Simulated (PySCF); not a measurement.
SMILES BrBN (H3BBrN), singlet, PBE0/def2-SVP optimised geometry.

```
6

B     -0.12    -0.52     0.00
H     -0.69    -1.58     0.00
Br     1.81    -0.52     0.00
N     -0.80     0.68     0.00
H     -0.35     1.58     0.00
H     -1.81     0.72     0.00
```

Density from PySCF with PBE0/def2-TZVP at that geometry.

Minimum of the electron density along straight lines between bonded atoms, close to the bond critical point (lines longer than 1.1 times the sum of covalent radii, or with two minima, are not listed):

```
bond    length / Å  ρ at the minimum / e bohr⁻³  ∇²ρ there / e bohr⁻⁵  position (fraction from the first atom)
------  ----------  ---------------------------  --------------------  ---------------------------------------
B1–H2        1.203                        0.185                 -0.41                                     0.44
B1–Br3       1.930                        0.128                 -0.19                                     0.30
B1–N4        1.384                        0.220                  0.65                                     0.33
N4–H5        1.012                        0.336                 -1.73                                     0.74
N4–H6        1.012                        0.337                 -1.72                                     0.74
```
